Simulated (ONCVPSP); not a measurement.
# Transferability test, ONCV potential for sulfur

S (Z = 16), optimised norm-conserving Vanderbilt (ONCV), made with ONCVPSP 4.0.1 (PBE, scalar-relativistic). Core [Ne], reference 3s2 3p4. Waves: 3s: rc 1.50 bohr, ncon 5, nbas 8, qcut 4.4 1/bohr, local; 3p: rc 1.50 bohr, ncon 3, nbas 6, qcut 5.1 1/bohr, 1 projector; d scattering state at 0.44 Ha: rc 1.50 bohr, ncon 4, nbas 8, qcut 7.5 1/bohr, 2 projectors, debl 2.2 Ha. Local part: the s channel. Core correction: none.

Energies are relative to the spin-unpolarised reference configuration 3s2 3p4; without spin polarisation the order of configurations can differ from experiment.

(1) Give the all-electron excitation energy and the error of the potential for: 3s2 3p3; 3s2 3p2; 3s2 3p1; 3s2 3p3.5.

Levels in the configuration 3s2 3p1:

| level | all-electron (eV) | pseudo (eV) |
| --- | --- | --- |
| 3s | -52.242 | -52.166 |
| 3p | -40.275 | -40.211 |

Results:

(1)

```tsv
valence configuration	charge	ΔE all-electron (eV)	error AE − PS (meV)
3s2 3p3	+1	11.769	+2.0
3s2 3p2	+2	34.052	+15
3s2 3p1	+3	68.094	+56
3s2 3p3.5	+0.5	4.660	+0.3
```
